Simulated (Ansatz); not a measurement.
CH5AlSSi at its PBE0-D4/def2-TZVP geometry, where that method's forces vanish. The species carries charge 0 and has multiplicity 1. The bonds changed during the relaxation, so this is another structure than the one it started from.

```
atom    x (Å)    y (Å)    z (Å)
 Al1   1.2602  -1.3049  -0.9121
  C2  -0.1781  -0.2530  -0.0551
 Si3  -0.8453   1.2743   0.7795
  S4  -1.0261  -1.6203  -0.3848
  H5   1.5075  -1.0431  -2.4522
  H6   2.2306  -2.0960   0.0543
  H7  -2.2807   1.1400   1.1383
  H8  -0.6463   2.4051  -0.1633
  H9  -0.0217   1.4980   1.9956
```

**Question.** For each bond, give half the difference of the two atoms' forces along it (eV/Å; positive pushes the atoms apart) under PBE-D4, r2SCAN-D4, B3LYP-D4, ωB97M-V in def2-TZVPP. (An estimate is asked.)

**Answer.** Ansatz gave: 
```
  bond  length (Å)  PBE-D4  r2SCAN-D4  B3LYP-D4  ωB97M-V
Al1–C2       1.977    0.12       0.06      0.10     0.07
Al1–S4       2.367    0.30       0.11      0.25     0.08
Al1–H5       1.582    0.02      -0.02     -0.10    -0.13
Al1–H6       1.582    0.02      -0.02     -0.10    -0.13
C2–Si3       1.864   -0.20      -0.12      0.01     0.15
 C2–S4       1.642    0.57       0.34      0.25    -0.11
Si3–H7       1.486    0.08      -0.03     -0.05    -0.11
Si3–H8       1.486    0.10       0.00     -0.07    -0.13
Si3–H9       1.486    0.10       0.00     -0.07    -0.13
```

B3LYP here is the variant with VWN-RPA as its local correlation; programs differ in this.
